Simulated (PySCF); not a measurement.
Reaction (SMILES): N=C=O + H+ → O=C=[NH2+]
B3LYP-D3(BJ)/def2-TZVP geometries, fixed; electronic energies without zero-point terms; positive where energy is released.

Effect of the atomic grid (radial, angular points) at r2SCAN/def2-TZVP with PySCF, against the last row, where the proton affinity is 177.72 kcal/mol. The proton sits at the site shown, which need not be the one that binds it best. Cost is core time over that of atom_grid: 30, 110, unpruned, rough, on shared machines of one kind.

```tsv
setting	grid points, largest species	largest shift of a total energy (mEh)	shift of the proton affinity (kcal/mol)	cost
atom_grid: 30, 110, unpruned	16504	-0.258	0.022	1×
atom_grid: 50, 194, unpruned	48504	0.042	-0.003	2×
atom_grid: 75, 302, unpruned	113256	0.010	0.001	3×
atom_grid: 99, 590, unpruned	292056	-0.002	0.001	6×
atom_grid: 150, 974, unpruned	730504	0.000	0.000	10×
```

Within 0.02 kcal/mol in the proton affinity: atom_grid: 50, 194, unpruned; atom_grid: 75, 302, unpruned; atom_grid: 99, 590, unpruned. The largest shift is 0.258 mEh in a total energy and 0.022 kcal/mol in the difference.
